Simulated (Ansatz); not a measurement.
C3H14Si3, SMILES [SiH2]([SiH3])CC[SiH2]C.

Geometry: B3LYP-D3(BJ)/def2-SVP. This is a generated structure with no PubChem entry under its InChIKey; it may be hypothetical. Other conformers were not sampled.

Two levels are set side by side: PBE/def2-SVPD (Ansatz, an electronic-structure program) and PBE0/def2-SVPD (Ansatz). Energy differences of separate SCF runs at the same geometry; the states with an electron removed or added have multiplicity 2 and 2. Differences are taken from unrounded values.

```tsv
quantity	PBE0	PBE	PBE minus PBE0
vertical ionisation energy (eV)	9.39	9.02	-0.37
vertical singlet–triplet gap (eV)	6.08	5.71	-0.36
```
